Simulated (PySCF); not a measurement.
PySCF input file for In(H)(F)(Me) (CH₄FIn), SMILES [CH3][InH][F], TDA-M06-2X/def2-SVPD. Geometry: PBE-D3(BJ)/def2-SVP. The def2 effective core potentials stand for the cores of In; spin–orbit coupling is left out.

```python
import numpy as np
from pyscf import gto, scf, dft, tdscf

mol = gto.M(
    atom='''
    In   -0.15347179   -0.25416758    0.04642693
    H    -0.77986121   -1.80616755    0.49516096
    F     1.65124308   -0.00493085    0.86490176
    C    -0.69801470    1.49031931   -1.10814340
    H    -1.58388375    1.97432885   -0.65298657
    H    -0.94487329    1.19553695   -2.14623099
    H     0.15563628    2.19297512   -1.10611846
    ''',
    basis='def2-SVPD',
    ecp={'In': 'def2-svp'},
    charge=0,
    spin=0,
    max_memory=1600,
    verbose=4,
)
mf = dft.RKS(mol, xc='m06-2x').density_fit(auxbasis='def2-universal-jkfit')
mf.grids.level = 4
mf.conv_tol = 1e-9
mf.max_cycle = 100
mf.kernel()
mf.grids = dft.Grids(mol).set(level=2).build(with_non0tab=True)  # coarser grid for the response kernel
td = tdscf.TDA(mf)
td.singlet = True
td.nstates = 10
td.conv_tol = 1e-4
td.kernel(x0=td.get_init_guess(mf, 15))
td.analyze()
tt = tdscf.TDA(mf)
tt.singlet = False
tt.nstates = 4
tt.conv_tol = 1e-4
tt.kernel(x0=tt.get_init_guess(mf, 9))
tt.analyze(verbose=3)
```

Log of the run:

```
PySCF version 2.14.0

[INPUT] verbose = 4
[INPUT] num. atoms = 7
[INPUT] num. electrons = 40
[INPUT] charge = 0
[INPUT] spin (= nelec alpha-beta = 2S) = 0
[INPUT] symmetry False subgroup None
[INPUT] Mole.unit = angstrom
[INPUT] Symbol           X                Y                Z      unit          X                Y                Z       unit  Magmom
[INPUT]  1 In    -0.153471790000  -0.254167580000   0.046426930000 AA   -0.290019650947  -0.480307115943   0.087734182504 Bohr   0.0
[INPUT]  2 H     -0.779861210000  -1.806167550000   0.495160960000 AA   -1.473724102072  -3.413162004577   0.935718601977 Bohr   0.0
[INPUT]  3 F      1.651243080000  -0.004930850000   0.864901760000 AA    3.120397186283  -0.009317956061   1.634427451054 Bohr   0.0
[INPUT]  4 C     -0.698014700000   1.490319310000  -1.108143400000 AA   -1.319056613920   2.816295334051  -2.094087532744 Bohr   0.0
[INPUT]  5 H     -1.583883750000   1.974328850000  -0.652986570000 AA   -2.993106500649   3.730940806327  -1.233965780319 Bohr   0.0
[INPUT]  6 H     -0.944873290000   1.195536950000  -2.146230990000 AA   -1.785551740517   2.259237407298  -4.055788771154 Bohr   0.0
[INPUT]  7 H      0.155636280000   2.192975120000  -1.106118460000 AA    0.294109944246   4.144122374785  -2.090260950726 Bohr   0.0

nuclear repulsion = 123.943024211141
number of shells = 45
number of NR pGTOs = 170
number of NR cGTOs = 107
basis = def2-SVPD
ecp = {'In': 'def2-svp'}


[settings echo left out]
init E= -308.524375044824
  HOMO = -0.727393496686263  LUMO = -0.503842818706467  gap/eV = 6.08312
cycle= 1 E= -329.607232366222  delta_E= -21.1  |g|= 1.71  |ddm|= 13.1
  HOMO = -0.170222061361401  LUMO = -0.00241775717865522  gap/eV = 4.56619
cycle= 2 E= -329.910292634632  delta_E= -0.303  |g|= 1.44  |ddm|=  6.7
  HOMO = -0.324781277579287  LUMO = -0.0250287851911183  gap/eV = 8.15668
cycle= 3 E= -330.259322919602  delta_E= -0.349  |g|= 0.236  |ddm|= 1.78
  HOMO = -0.341658120952211  LUMO = -0.0385947645412053  gap/eV = 8.24677
cycle= 4 E= -330.266783111376  delta_E= -0.00746  |g|= 0.121  |ddm|= 0.244
  HOMO = -0.344214041762942  LUMO = -0.0403893521409238  gap/eV = 8.26749
cycle= 5 E= -330.269326045381  delta_E= -0.00254  |g|= 0.00627  |ddm|= 0.113
  HOMO = -0.34305885743175  LUMO = -0.0397107864403026  gap/eV = 8.25452
cycle= 6 E= -330.269337233458  delta_E= -1.12e-05  |g|= 0.00313  |ddm|= 0.014
  HOMO = -0.343583004988968  LUMO = -0.0397664013772854  gap/eV = 8.26727
cycle= 7 E= -330.269340150575  delta_E= -2.92e-06  |g|= 0.00111  |ddm|= 0.00656
  HOMO = -0.343513421448918  LUMO = -0.0398364370261532  gap/eV = 8.26347
cycle= 8 E= -330.269340535386  delta_E= -3.85e-07  |g|= 0.000137  |ddm|= 0.00123
  HOMO = -0.343506622781735  LUMO = -0.0398308020723803  gap/eV = 8.26344
cycle= 9 E= -330.269340546434  delta_E= -1.1e-08  |g|= 2.12e-05  |ddm|= 0.000522
  HOMO = -0.343507005992429  LUMO = -0.0398288775922531  gap/eV = 8.26350
cycle= 10 E= -330.269340546804  delta_E= -3.7e-10  |g|= 4.3e-06  |ddm|= 7.49e-05
  HOMO = -0.343507273303349  LUMO = -0.0398292934322733  gap/eV = 8.26350
Extra cycle  E= -330.269340546814  delta_E= -1e-11  |g|= 1.65e-06  |ddm|= 1.19e-05
converged SCF energy = -330.269340546814
tot grids = 58344


******** <class 'pyscf.tdscf.rks.TDA'> for <class 'pyscf.df.df_jk.DFRKS'> ********
nstates = 10 singlet
deg_eia_thresh = 1.000e-03
wfnsym = None
conv_tol = 0.0001
eigh lindep = 1e-12
eigh level_shift = 0
eigh max_cycle = 100


Excitation energies (eV)
[5.27024534 6.89792753 6.94285122 7.13214157 7.46900614 7.59384869
 8.02101831 8.12223524 8.23896877 8.47071756]

** Singlet excitation energies and oscillator strengths **
Excited State   1:      5.27025 eV    235.25 nm  f=0.0001
      20 -> 21       -0.70238
Excited State   2:      6.89793 eV    179.74 nm  f=0.2724
      20 -> 22        0.62922
      20 -> 23        0.22931
Excited State   3:      6.94285 eV    178.58 nm  f=0.0638
      14 -> 21        0.11537
      19 -> 21        0.68767
Excited State   4:      7.13214 eV    173.84 nm  f=0.0551
      20 -> 22       -0.24062
      20 -> 23        0.61636
      20 -> 24       -0.17180
Excited State   5:      7.46901 eV    166.00 nm  f=0.0012
      17 -> 21        0.69323
Excited State   6:      7.59385 eV    163.27 nm  f=0.0067
      18 -> 21        0.62659
      19 -> 22        0.18888
      19 -> 23        0.19905
Excited State   7:      8.02102 eV    154.57 nm  f=0.5244
      20 -> 23        0.17107
      20 -> 24        0.65239
Excited State   8:      8.12224 eV    152.65 nm  f=0.0173
      18 -> 22        0.51793
      18 -> 23        0.42766
      18 -> 29       -0.10492
      18 -> 32        0.11704
Excited State   9:      8.23897 eV    150.49 nm  f=0.0298
      17 -> 22        0.42396
      17 -> 23        0.32373
      18 -> 21       -0.15084
      19 -> 22        0.35032
      20 -> 23        0.14501
Excited State  10:      8.47072 eV    146.37 nm  f=0.1216
      17 -> 22        0.27396
      17 -> 23        0.25037
      18 -> 21        0.17777
      19 -> 22       -0.51137
      20 -> 28        0.11195

** Transition electric dipole moments (AU) **
state          X           Y           Z        Dip. S.      Osc.
  1         0.0096     -0.0091     -0.0188      0.0005      0.0001
  2        -0.1366      1.0971     -0.6241      1.6116      0.2724
  3         0.2616     -0.2649     -0.4863      0.3751      0.0638
  4         0.2052     -0.4182      0.3133      0.3152      0.0551
  5        -0.0327      0.0342      0.0652      0.0065      0.0012
  6        -0.0894     -0.1639      0.0346      0.0361      0.0067
  7         0.1198      1.4816     -0.6775      2.6685      0.5244
  8         0.1192     -0.1267     -0.2382      0.0870      0.0173
  9        -0.3512     -0.0633     -0.1430      0.1478      0.0298
 10         0.6257      0.4243      0.1193      0.5857      0.1216

WARN: ECP detected. Skipping calculation of transition velocity and magnetic dipole moments, which have not yet been implemented.



******** <class 'pyscf.tdscf.rks.TDA'> for <class 'pyscf.df.df_jk.DFRKS'> ********
nstates = 4 triplet
deg_eia_thresh = 1.000e-03
wfnsym = None
conv_tol = 0.0001
eigh lindep = 1e-12
eigh level_shift = 0
eigh max_cycle = 100


Excitation energies (eV)
[4.90855151 5.38662452 6.38111243 6.83752152]

** Triplet excitation energies and oscillator strengths **
Excited State   1:      4.90855 eV    252.59 nm  f=0.0000
Excited State   2:      5.38662 eV    230.17 nm  f=0.0000
Excited State   3:      6.38111 eV    194.30 nm  f=0.0000
Excited State   4:      6.83752 eV    181.33 nm  f=0.0000
```

The run converged.

Cost: about 3 core-minutes (a rough figure).
